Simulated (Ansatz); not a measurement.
`COBC=O` + H₂ → `BOC` + `C=O`  (hydrogenolysis of a B–C bond)

Isolated molecules relaxed with PBE0-D4/def2-TZVP in Ansatz; ΔE leaves out vibrations. CCSD(T)/CBS is the MP2 limit (def2-TZVPP, def2-QZVPP) plus CCSD(T) − MP2 in def2-TZVPP, frozen cores. This one scheme is used for every species. Functionals use def2-TZVPP. HSE06 is defined as in plane-wave codes. One conformer a species, not always the lowest.

**Question.** Is it downhill or uphill in electronic energy at CCSD(T)/CBS, and by how much? (Estimate.)

**Answer.** Ansatz gave: Downhill: ΔE = -4.8 kcal/mol.

**Question.** What do these levels give: PBE-D4, HSE06-D4, CAM-B3LYP-D4, B2PLYP, r2SCAN, r2SCANh, RPA@PBE/def2-TZVPP, HF/def2-SVP, HF/def2-TZVPP, SCS-MP2/def2-QZVPP, HF/CBS(def2), CCSD/CBS(def2)? (Estimate.)

**Answer.** Computed: PBE-D4 -3.6, HSE06-D4 -4.9, CAM-B3LYP-D4 -5.3, B2PLYP -5.8, r2SCAN -4.2, r2SCANh -4.7, RPA@PBE/def2-TZVPP -5.6, HF/def2-SVP -9.6, HF/def2-TZVPP -9.7, SCS-MP2/def2-QZVPP -5.6, HF/CBS(def2) -9.8, CCSD/CBS(def2) -5.8 kcal/mol.

**Question.** What do rigid-rotor, harmonic-oscillator terms from PBE0-D4/def2-TZVP frequencies (298.15 K, 1 bar) make of the CCSD(T)/CBS value? (Estimate.)

**Answer.** Computed: ΔZPE = +3.9 kcal/mol, ΔH = -1.8 kcal/mol, ΔS = 28 J/(mol·K), ΔG = -3.8 kcal/mol.

Largest T1 diagnostic among the species: 0.015.

In def2-TZVPP, CCSD(T) changes the Hartree–Fock value by +4.5 kcal/mol (the triples alone add +1.0 kcal/mol) and MP2 by +4.8 kcal/mol. From r2SCAN to r2SCAN0 (25 % exact exchange), in def2-TZVPP and without D4, ΔE moves by −1.1 kcal/mol.
